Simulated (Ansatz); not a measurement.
Consider the ligand exchange at the Si–O bond: `N[SiH](Cl)O[SiH3]` + H₂S → `N[SiH](S)Cl` + `O[SiH3]`.

Isolated molecules relaxed with PBE0-D4/def2-TZVP in Ansatz; ΔE leaves out vibrations. CCSD(T)/CBS is the MP2 limit (def2-TZVPP, def2-QZVPP) plus CCSD(T) − MP2 in def2-TZVPP, frozen cores. This one scheme is used for every species. DFT in def2-TZVPP. HSE06 is defined as in plane-wave codes. One conformer a species, not always the lowest.

`N[SiH](Cl)O[SiH3]`:

Z-matrix (Å, degrees):
```
Si
Cl 1 2.072
O 1 1.620 2 106.3
N 1 1.692 2 114.5 3 -119.7
H 1 1.474 2 105.7 3 120.2
Si 3 1.643 1 142.5 2 16.8
H 4 1.008 1 120.8 2 71.0
H 4 1.007 1 120.0 2 -76.1
H 6 1.482 3 107.3 1 169.2
H 6 1.485 3 110.5 1 49.6
H 6 1.484 3 110.1 1 -71.6
```

H₂S:

```xyz
3

S     0.299    0.193    0.507
H    -0.984    0.222    0.118
H     0.685   -0.414   -0.625
```

`N[SiH](S)Cl`:

```xyz
8

N    -0.285   -0.976    0.991
Si    0.393    0.148   -0.079
S    -0.711   -0.046   -1.882
Cl    0.307    2.132    0.505
H     0.237   -1.311    1.784
H    -1.280   -1.017    1.144
H     1.834   -0.152   -0.193
H    -0.496    1.222   -2.269
```

`O[SiH3]`:

Z-matrix (Å, degrees):
```
Si
O 1 1.648
H 1 1.489 2 111.7
H 1 1.489 2 111.7 3 120.9
H 1 1.481 2 105.9 3 -119.6
H 2 0.957 1 117.9 3 -60.5
```

```
           level  ΔE (eV)
      r2SCANh-D4     0.64
        HSE06-D4     0.56
    CAM-B3LYP-D4     0.75
         ωB97X-V     0.67
         ωB97M-V     0.67
            BLYP     0.63
       CAM-B3LYP     0.73
CCSD(T)/def2-SVP     0.72
```

(1) What does CCSD(T)/CBS give? (An estimate is asked.)

Largest T1 diagnostic among the species: 0.011.

## Answers

(1) Computed: +0.68 eV. The listed levels differ from it by -0.04, -0.12, 0.07, -0.01, -0.01, -0.05, 0.05, 0.04 eV.

From PBE to PBE0 (25 % exact exchange), in def2-TZVPP and without D4, ΔE moves by +0.06 eV. In def2-TZVPP, CCSD(T) changes the Hartree–Fock value by −0.16 eV (the triples alone add −0.03 eV) and MP2 by −0.20 eV. Leaving LDA and LC-ωPBE aside and taking each functional with its dispersion term where it has one, the values, not all of them listed here, spread over 0.28 eV, from revPBE-D4 to BHLYP-D4. LDA lies +0.05 eV from PBE without D4.
